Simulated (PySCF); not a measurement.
OSc, charge +2, doublet, at a GFN2-xTB geometry of the parent state (such geometries of metal compounds can be far from the true shape) (a state made from the parent by changing its charge; the spin is typed, not shown lowest).

Input for PySCF:
```python
from pyscf import gto, scf, dft

mol = gto.Mole()
mol.atom = '''
    Sc   -0.000000   -0.000000   -0.482432
    O     0.000000    0.000000    1.266384
'''
mol.basis = 'cc-pvdz'
mol.charge = 2
mol.spin = 1
mol.verbose = 4
mol.build()

mf = dft.UKS(mol)
mf.xc = 'blyp'
mf.kernel()
mf.analyze()
```

What nuclear repulsion energy does BLYP/cc-pVDZ run with PySCF give?

50.8354 Eh

What is the computed HOMO energy (BLYP/cc-pVDZ)?

-22.45 eV

Estimate the number of basis functions that BLYP/cc-pVDZ returns for this input.

57

What total energy does BLYP/cc-pVDZ give?

-835.1060 Eh

What is the computed <S^2> (BLYP/cc-pVDZ)?

0.757

These values belong to the state on which the SCF converged, which isn't shown to be the lowest.
